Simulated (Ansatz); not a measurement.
Ansatz results at the PBE0-D4/def2-TZVP geometry: LUMO energy (ωB97M-V/def2-TZVPP) 0.23 eV; HOMO–LUMO gap (ωB97M-V/def2-TZVPP) 9.57 eV; HOMO–LUMO gap (B3LYP/def2-TZVPP) 5.31 eV.

(1) Which molecule gave them?
A. `[CH2]1OC[SiH2][AlH]1`
B. `B[C@H]1C[Si@H]1Cl`
C. `[CH2]1O[SiH2][CH2][AlH]1`
D. `[SiH3]C1B[SiH2][SiH2]1`

Answers

(1) C. The others give `[CH2]1OC[SiH2][AlH]1`: -0.22, 8.12, 3.99; `[SiH3]C1B[SiH2][SiH2]1`: 0.25, 9.15, 4.99; `B[C@H]1C[Si@H]1Cl`: 0.98, 10.34, 6.03.

B3LYP here is the variant with VWN-RPA as its local correlation; programs differ in this.
